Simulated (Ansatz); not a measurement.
Computed with Ansatz on PBE0-D4/def2-TZVP structures; ΔE is electronic, products minus reactants. CCSD(T)/CBS is the MP2 limit (def2-TZVPP, def2-QZVPP) plus CCSD(T) − MP2 in def2-TZVPP, frozen cores. This one scheme is used for every species. Functionals use def2-TZVPP. One conformer a species, not always the lowest.

Consider the hydrogenolysis of the Si–F bond: `FC[SiH](F)S` + H₂ → `FC[SiH2]S` + H–F.

(1) Is it downhill or uphill in electronic energy at CCSD(T)/CBS, and by how much? (An estimate is asked.)

(2) What do these levels give: B2PLYP, PBE, revPBE, HF/def2-SVP, HF/def2-TZVPP, HF/CBS(def2)? (An estimate is asked.)

Largest T1 diagnostic among the species: 0.012.

Results:

(1) The calculation gave: Uphill: ΔE = +119.6 kJ/mol.

(2) The calculation gave: B2PLYP 123.3, PBE 114.8, revPBE 111.8, HF/def2-SVP 102.2, HF/def2-TZVPP 117.8, HF/CBS(def2) 119.7 kJ/mol.

At CCSD(T), def2-SVP lies −11.5 kJ/mol from the extrapolated value and def2-TZVPP −1.5 kJ/mol. Leaving LDA and LC-ωPBE aside and taking each functional with its dispersion term where it has one, the values, not all of them listed here, spread over 15.4 kJ/mol, from HSE06-D4 to r2SCAN-D4. LDA lies +3.8 kJ/mol from PBE without D4.
